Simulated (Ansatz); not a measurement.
Relaxation of ClFGeH₄ (7 atoms, charge 0, multiplicity 1), to a largest force component of 0.03 eV/Å in at most 50 steps.

Method: Ansatz, RKS B3LYP-D4/def2-SVP.

```xyz
7
Properties=species:S:1:pos:R:3
Ge -0.389 0.000 -0.458
Cl 0.166 0.000 2.933
H 0.920 0.000 0.332
H -0.554 1.270 -1.317
H -0.554 -1.270 -1.317
F -1.743 0.000 0.604
H -1.129 0.000 2.626
```

Problem. Where does it end, and by what steps?

Solution. The run converged. After 8 steps the energy has fallen by 0.199 eV; Cl2 moved furthest, 0.47 Å.

```tsv
step	energy less start (eV)	largest force component (eV/Å)	accepted
0	0.0000	1.307	yes
1	-0.1161	0.991	yes
2	-0.1654	0.218	yes
3	-0.1813	0.168	yes
4	-0.1792	0.701	no
5	-0.1957	0.090	yes
6	-0.1993	0.038	yes
7	-0.1993	0.018	no
8	-0.1994	0.004	yes
```

```xyz
7
Properties=species:S:1:pos:R:3
Ge -0.378 0.000 -0.548
Cl -0.048 0.000 3.355
H 0.960 0.000 0.201
H -0.620 1.280 -1.361
H -0.620 -1.280 -1.361
F -1.632 0.000 0.708
H -0.943 0.000 2.409
```

Whether the end is a true minimum wasn't checked by a vibrational analysis.

The run took 20 s on 2 threads of Arm Neoverse V1, on a shared host, peak memory 0.17 GiB.
